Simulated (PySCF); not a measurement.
## Partial charges of `C=CN(NCCC)C1CC1`

C8H16N2.
Structure used (GFN2-xTB), in Å, numbered top down from 1:
```
atom  x, y, z in Å
C1    -2.368    1.485   -1.647
C2    -1.458    1.426   -0.679
N3    -1.109    0.308    0.048
N4     0.063    0.320    0.828
C5     1.303    0.346    0.056
C6     2.493    0.452    1.003
C7     3.817    0.357    0.256
C8    -1.509   -0.981   -0.412
C9    -2.815   -1.535    0.088
C10   -1.520   -2.100    0.582
H11   -2.899    0.619   -1.995
H12   -2.619    2.426   -2.099
H13   -0.956    2.326   -0.344
H14    0.026    1.128    1.447
H15    1.354   -0.593   -0.502
H16    1.329    1.175   -0.672
H17    2.444    1.403    1.539
H18    2.423   -0.349    1.741
H19    4.651    0.446    0.948
H20    3.898    1.151   -0.483
H21    3.896   -0.598   -0.258
H22   -1.230   -1.212   -1.439
H23   -3.386   -0.917    0.763
H24   -3.415   -2.121   -0.591
H25   -1.212   -1.858    1.586
H26   -1.219   -3.081    0.248
```

Density: PBE0/pcSseg-1 (PySCF); schemes: Mulliken, IAO, Hirshfeld and ESP-fitted. Isolated species at its GFN2-xTB geometry (one conformer only).

Task: Give the atomic charges in each scheme.

Result: In e; atoms taken as equivalent share a row and are averaged (×n: the atom named and its like, n in all):

```tsv
atom	environment	Mulliken	IAO	Hirshfeld	ESP-fitted
C1	terminal =CH2 carbon	-0.256	-0.431	-0.168	-0.592
C2	vinylic carbon bearing nitrogen	+0.080	-0.052	-0.014	-0.211
N3	hydrazine nitrogen	-0.471	-0.104	-0.015	+0.160
N4	hydrazine nitrogen	-0.295	-0.320	-0.104	-0.751
C5	sp3 carbon bound to nitrogen	-0.016	-0.152	-0.033	+0.153
C6	chain CH2 carbon	-0.306	-0.253	-0.067	+0.185
C7	methyl carbon	-0.265	-0.416	-0.114	-0.408
C8	sp3 carbon bound to nitrogen	-0.051	-0.046	+0.001	+0.213
C9/C10	three-membered-ring carbon	-0.173	-0.291	-0.092	-0.322
H11	vinylic hydrogen	+0.118	+0.146	+0.031	+0.190
H12	vinylic hydrogen	+0.108	+0.151	+0.035	+0.216
H13	vinylic hydrogen	+0.089	+0.142	+0.046	+0.217
H14	N–H hydrogen	+0.179	+0.243	+0.108	+0.342
H15/H16	methylene hydrogen	+0.113	+0.121	+0.031	+0.025
H17/H18	methylene hydrogen	+0.118	+0.133	+0.037	-0.006
H19/H20/H21	methyl hydrogen	+0.113	+0.140	+0.041	+0.098
H22	methine hydrogen	+0.116	+0.127	+0.037	+0.056
H23/H25	methylene hydrogen	+0.136	+0.161	+0.045	+0.142
H24/H26	methylene hydrogen	+0.123	+0.147	+0.047	+0.131
```

Mean size of the charges over all atoms: ESP-fitted 0.201 e, IAO 0.181 e, Mulliken 0.155 e, Hirshfeld 0.054 e. Each set sums to the total charge, 0, to within 0.001 e. The IAO scheme counts the electrons in orthogonalised intrinsic atomic orbitals, a minimal basis polarised so that it spans the occupied orbitals exactly. The ESP scheme fits charges at the nuclei, held to the total charge, to the electrostatic potential on points at 1.4 to 2.0 times the van der Waals radii.

Some averages cover members that differ in this geometry: C9/C10, ESP-fitted -0.374 to -0.270; H15/H16, IAO +0.106 to +0.137 e.

Lowest charge. The schemes don't all agree: Mulliken N3 (-0.471); IAO C1 (-0.431); Hirshfeld C1 (-0.168); ESP-fitted N4 (-0.751).

Highest charge. All schemes agree: Mulliken H14 (+0.179); IAO H14 (+0.243); Hirshfeld H14 (+0.108); ESP-fitted H14 (+0.342).

Task: How closely do the schemes follow one another over all atoms?

Result: Correlation coefficient and root-mean-square difference: IAO with Hirshfeld 0.98, 0.141 e; Mulliken with IAO 0.87, 0.102 e; Mulliken with Hirshfeld 0.82, 0.132 e; Hirshfeld with ESP-fitted 0.82, 0.214 e; IAO with ESP-fitted 0.77, 0.170 e; Mulliken with ESP-fitted 0.54, 0.226 e.

Task: How many electrons does the Mulliken scheme count on N4?

Result: Z − q = 7 − (-0.295) = 7.295.

Task: Sum the charges by element.

Result: 
```json
{"element": "C", "atoms": "8", "Mulliken": "-1.163", "IAO": "-1.931", "Hirshfeld": "-0.580", "ESP-fitted": "-1.304"}
{"element": "N", "atoms": "2", "Mulliken": "-0.767", "IAO": "-0.424", "Hirshfeld": "-0.119", "ESP-fitted": "-0.591"}
{"element": "H", "atoms": "16", "Mulliken": "+1.929", "IAO": "+2.354", "Hirshfeld": "+0.699", "ESP-fitted": "+1.895"}
```
